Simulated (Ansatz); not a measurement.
Computed with Ansatz on PBE0-D4/def2-TZVP structures; ΔE is electronic, products minus reactants. CCSD(T)/CBS adds triple-zeta CCSD(T) − MP2 to the extrapolated MP2 energy (def2 sets, frozen cores). This one scheme is used for every species, atoms too. Functionals use def2-TZVPP. No spin–orbit coupling; open shells (•) take unrestricted orbitals. Spin–orbit coupling would lower the free atoms: a little for C, O, Si. One conformer a species, not always the lowest.

Consider the atomization: `O[Si]1([SiH3])CC1` → 2 C• + 8 H• + O• + 2 Si•.

`O[Si]1([SiH3])CC1`:

Cartesian coordinates in Å:
```
O 1.647 -0.825 -1.135
Si 0.386 -0.195 -0.280
Si -1.341 0.389 -1.708
C 0.042 -0.715 1.453
C 0.652 0.714 1.300
H 2.425 -1.103 -0.649
H -2.434 0.948 -0.868
H -1.856 -0.793 -2.449
H -0.909 1.419 -2.690
H 0.690 -1.447 1.929
H -0.974 -0.769 1.830
H 1.662 0.831 1.685
H 0.013 1.545 1.582
```

| level | ΔE (kJ/mol) | difference from CCSD(T)/CBS |
| --- | --- | --- |
| PBE-D4 | 4715.1 | 45.1 |
| r2SCAN-D4 | 4679.8 | 9.8 |
| ωB97X-V | 4689.8 | 19.8 |
| ωB97M-V | 4675.8 | 5.8 |
| r2SCAN | 4672.7 | 2.7 |
| PBE0 | 4635.0 | -35.0 |
| MP2/def2-TZVPP | 4596.4 | -73.6 |
| SCS-MP2/def2-TZVPP | 4590.1 | -79.9 |
| HF/def2-QZVPP | 3445.0 | -1225.0 |
| CCSD/CBS(def2) | 4608.7 | -61.3 |
| CCSD(T)/CBS | 4670.0 | 0 |

Largest T1 diagnostic among the species: 0.012.

The D4 term adds +45.6 kJ/mol with B3LYP and +24.1 kJ/mol with PBE0; it sums over pairs of atoms, weighted by their polarisabilities, and B3LYP, whose exchange is more repulsive, gets the larger term. From PBE to PBE0 (25 % exact exchange), in def2-TZVPP and without D4, ΔE moves by −51.8 kJ/mol: exact exchange takes away binding that semilocal exchange gives to molecules.

B3LYP here is the variant with VWN-RPA as its local correlation; programs differ in this.

For atomizations the MP2-based limit and the directly extrapolated one differ by several kJ/mol either way, and by 10 to 25 for some Ge, Se and Sn compounds, so smaller differences from it don't rank the levels.
